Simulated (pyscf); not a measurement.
Optimised with ωB97X-D3(BJ)/def2-SVP in PySCF.

### Question
How much does it cost (ΔH, 298 K, ωB97M-D3(BJ)/def2-TZVP) to split H₃Ge–S–GeH₃ at its Ge–S bond into GeH₃• + •S–GeH₃?

### Answer
Ge–S to GeH₃• + •S–GeH₃: 77.2 kcal/mol. The 7 functionals that were run give +75.0 (B3LYP-D3(BJ)) to +84.2 kcal/mol (ωB97X-D3(BJ)/def2-TZVP). •S–GeH₃ lies 8.3 kcal/mol over its isomer HS–GeH₂• (electronic energy, ωB97M-D3(BJ)/def2-TZVP). Elements up to Kr have no core potential and no relativistic terms here.
